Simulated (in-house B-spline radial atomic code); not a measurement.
Configurations of neutral beryllium, with energies counted from [He] 2s2. Level of theory: scalar-relativistic (X2C) r2SCAN0, spin-polarised, spherical fractional occupations, Fermi nucleus of rms radius 2.519 fm; calculated with a B-spline radial code for spherical atoms. Caution: exact exchange at fractional occupations of open shells leaves self-interaction of up to several eV. Shells without spins written out take the highest spin.

Occupations are held fixed; configurations that lie above the ionisation limit could autoionise.

```json
{"configuration": "[He] 2s(0 up, 1 down) 3p(1 up, 0 down)", "E - E(ref) (eV)": "6.9273", "highest orbital": "3p up", "its <r> (bohr)": "9.739"}
{"configuration": "[He] 2s(1 up, 0 down) 3d(1 up, 0 down)", "E - E(ref) (eV)": "7.4245", "highest orbital": "3d up", "its <r> (bohr)": "10.75"}
```

**Question.** Order these further configurations by energy, lowest first.
A. [He] 2s(0 up, 1 down) 2p(0 up, 1 down)
B. [He] 2s(0 up, 1 down) 3s(0 up, 1 down)
C. [He] 2s1 3p1

**Answer.** A (2.9712 eV), B (5.9698 eV), C (6.8513 eV).
